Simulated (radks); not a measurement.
Q: Radial electron density D(r) = 4 pi r^2 rho(r) of an atom or ion with 13 electrons. Method: scalar-relativistic Kohn-Sham, r2SCAN, spin-polarised, spherical densities, finite nucleus; meta-GGA in the generalised Kohn-Sham scheme; Fermi nuclear charge, rms radius of each element as measured or else 0.836 A^(1/3) + 0.57 fm; computed with a radial shooting solver on a logarithmic mesh with Libxc functionals.

| r (bohr) | D(r) (e/bohr) | spin D(r) |
|---|---|---|
| 0.01209 | 2.368 | 0.000237 |
| 0.01385 | 2.955 | 0.000316 |
| 0.01587 | 3.661 | 0.000426 |
| 0.01818 | 4.499 | 0.000582 |
| 0.02083 | 5.477 | 0.000806 |
| 0.02386 | 6.597 | 0.00113 |
| 0.02734 | 7.850 | 0.00162 |
| 0.03107 | 9.129 | 0.00231 |
| 0.0356 | 10.55 | 0.00340 |
| 0.04078 | 11.98 | 0.00506 |
| 0.04672 | 13.34 | 0.00759 |
| 0.05353 | 14.50 | 0.0114 |
| 0.06133 | 15.37 | 0.0172 |
| 0.07026 | 15.82 | 0.0257 |
| 0.0805 | 15.79 | 0.0381 |
| 0.09223 | 15.24 | 0.0559 |
| 0.1057 | 14.23 | 0.0805 |
| 0.1211 | 12.91 | 0.114 |
| 0.1376 | 11.60 | 0.154 |
| 0.1576 | 10.39 | 0.208 |
| 0.1806 | 9.664 | 0.272 |
| 0.2069 | 9.602 | 0.344 |
| 0.237 | 10.23 | 0.418 |
| 0.2716 | 11.39 | 0.486 |
| 0.3111 | 12.72 | 0.535 |
| 0.3565 | 13.77 | 0.556 |
| 0.4084 | 14.14 | 0.539 |
| 0.4679 | 13.57 | 0.483 |
| 0.5318 | 12.17 | 0.403 |
| 0.6093 | 9.993 | 0.305 |
| 0.698 | 7.518 | 0.215 |
| 0.7997 | 5.203 | 0.154 |
| 0.9162 | 3.405 | 0.141 |
| 1.05 | 2.288 | 0.180 |
| 1.203 | 1.794 | 0.260 |
| 1.378 | 1.704 | 0.359 |
| 1.579 | 1.751 | 0.447 |
| 1.808 | 1.730 | 0.499 |
| 2.072 | 1.550 | 0.494 |
| 2.355 | 1.253 | 0.439 |
| 2.698 | 0.8827 | 0.346 |
| 3.091 | 0.5489 | 0.246 |
| 3.541 | 0.3086 | 0.164 |
| 4.057 | 0.1699 | 0.113 |
| 4.648 | 0.1042 | 0.0859 |
| 5.325 | 0.07461 | 0.0699 |
| 6.101 | 0.05561 | 0.0546 |
| 6.99 | 0.03718 | 0.0371 |
| 8.008 | 0.02067 | 0.0207 |
| 9.102 | 0.009692 | 0.00969 |
| 10.43 | 0.003389 | 0.00339 |
| 11.95 | 0.0008974 | 0.000897 |
| 13.69 | 0.0001755 | 0.000175 |

What is the nuclear charge?

A: Z = 14. The innermost maximum, from 1s, lies near gamma/Z bohr with gamma = sqrt(1 - (Z/c)^2) = 0.995, here 0.0711 bohr (found: 0.0743), and its height grows with Z. The density is that of the silicon ion Si+ in [He] 2s2 2p5.75 3s2 3p1 4s0.25; the configuration itself is not fixed sharply by these data, and Z only to about a unit. D(r) has 3 maxima, at r = 0.0743, 0.405, 1.66 bohr, and minima at 0.196, 1.36 bohr, inside which lie 2.20, 10.15 electrons.
